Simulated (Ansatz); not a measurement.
`FB(S)[SiH2][SiH3]` + H–F → `FB(F)S` + `[SiH3][SiH3]` at 700 K and 1 bar (cleavage of the B–Si bond).

Computed with Ansatz on PBE0-D4/def2-TZVP structures; ΔE is electronic, products minus reactants. CCSD(T)/CBS adds triple-zeta CCSD(T) − MP2 to the extrapolated MP2 energy (def2 sets, frozen cores). This one scheme is used for every species. One conformer a species, not always the lowest.

```csv
species,CCSD(T)/CBS energy (Eh),H − E (kJ/mol),S (J/(mol·K))
`FB(S)[SiH2][SiH3]`,-1104.19650,247.1,535.4
H–F,-100.39570,45.2,198.5
`FB(F)S`,-622.90532,96.6,353.7
`[SiH3][SiH3]`,-581.74359,186.9,363.0
```

H − E and S are ideal-gas, rigid-rotor, harmonic terms from PBE0-D4/def2-TZVP, for one conformer and one mirror image of each species. 1 Eh = 2625.50 kJ/mol, R = 8.31446 J/(mol·K).

Task: By hand: ΔE, ΔH, ΔS and ΔG.

Result: ΔE = (-622.90532) + (-581.74359) − (-1104.19650) − (-100.39570) = -0.05671 Eh = -148.9 kJ/mol. Δ(H − E) = 96.6 + 186.9 − 247.1 − 45.2 = -8.8, so ΔH = -157.7 kJ/mol. ΔS = 353.7 + 363.0 − 535.4 − 198.5 = -17.2 J/(mol·K). ΔG = -157.7 − 700 × (-17.2)/1000 = -145.7 kJ/mol.

Task: By hand: the equilibrium constant, and the temperature at which ΔG would vanish if ΔH and ΔS stayed fixed.

Result: log₁₀ K = −ΔG/(RT ln 10) = 10.9. ΔG = 0 at ΔH/ΔS = 9169 K, far beyond where these terms or the molecules hold.

ΔH outweighs TΔS. A doubt of 5 kJ/mol in ΔE shifts log₁₀ K by 0.4 here. Other conformers and mirror images would add mixing entropy, several J/(mol·K) or more a flexible species. Modes under 60 cm⁻¹, often nearly free rotors, make the harmonic entropy too high. These are equilibria of isolated gas molecules and say nothing of rates. Largest T1 diagnostic: 0.015 (customary marks: 0.02 for closed shells, 0.045 for open ones).
